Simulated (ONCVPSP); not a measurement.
## Scattering properties, ONCV potential for Ta (Z = 73)

ONCVPSP 4.0.1 input, shortened (lines: element, Z, core and valence counts, functional; n l f; lmax; l rc ep ncon nbas qcut; lloc lpopt rc5 dvloc0; l nproj debl; icmod fcfact rcfact), LDA (Perdew-Zunger), scalar-relativistic:

```
  Ta 73.00   10    4        3      upf
    1    0    2.00
    2    0    2.00
    2    1    6.00
    3    0    2.00
    3    1    6.00
    3    2   10.00
    4    0    2.00
    4    1    6.00
    4    2   10.00
    4    3   14.00
    5    0    2.00
    5    1    6.00
    5    2    3.00
    6    0    1.00
    2
    0    1.85    0.00    3    6    7.50
    1    1.85    0.00    4    7    8.90
    2    2.15    0.00    3    8   12.20
    4    5    1.50    6.00
    0    2    2.30
    1    2    2.60
    2    1    2.30
    3    2.25    1.40
```

The phase is arctan(r·R′/R) of the radial function R(r), unwrapped; energies in Ha, scanned from -4 to 5 Ha. A pole is an energy at which the radial function vanishes at the test radius. The pseudo phase is shifted by a multiple of π to meet the all-electron one at the reference energy, and phase errors are pseudo minus all-electron; the curves can meet again beyond the range given. Levels narrower than the energy grid can be missing from the lists of poles.

```tsv
channel	radius (bohr)	reference energy (Ha)	poles, all-electron	poles, pseudo	unbroken range about the reference energy with phases within 0.05 rad	phase error 1 Ha above the reference energy (rad)
s	1.88	-0.44	-2.69, 4.70	-2.69, 4.55	the whole range	-0.001
p	1.88	-1.72	-1.16	-1.16	the whole range	-0.000
d	2.18	-0.40	0.37	0.38	below 1.9	+0.002
```

Phases in the p channel:

```tsv
E (Ha)	all-electron	pseudo
-3.98	1.243	1.242
-3.74	1.213	1.213
-3.50	1.175	1.175
-3.26	1.121	1.121
-3.02	1.040	1.040
-2.78	0.905	0.905
-2.54	0.640	0.640
-2.30	0.063	0.063
-2.06	-0.730	-0.730
-1.82	-1.179	-1.179
-1.58	-1.390	-1.390
-1.34	-1.509	-1.509
-1.10	-1.587	-1.588
-0.86	-1.647	-1.647
-0.62	-1.698	-1.698
-0.38	-1.746	-1.746
-0.14	-1.794	-1.794
0.10	-1.847	-1.847
0.34	-1.910	-1.910
0.58	-1.989	-1.989
0.82	-2.096	-2.096
1.06	-2.252	-2.252
1.30	-2.494	-2.494
1.54	-2.866	-2.866
1.78	-3.335	-3.335
2.02	-3.745	-3.746
2.26	-4.021	-4.021
2.50	-4.195	-4.195
2.74	-4.310	-4.310
2.98	-4.390	-4.391
3.22	-4.449	-4.450
3.46	-4.494	-4.495
3.70	-4.530	-4.531
3.94	-4.560	-4.561
4.18	-4.584	-4.585
4.42	-4.606	-4.607
4.66	-4.624	-4.626
4.90	-4.641	-4.642
```
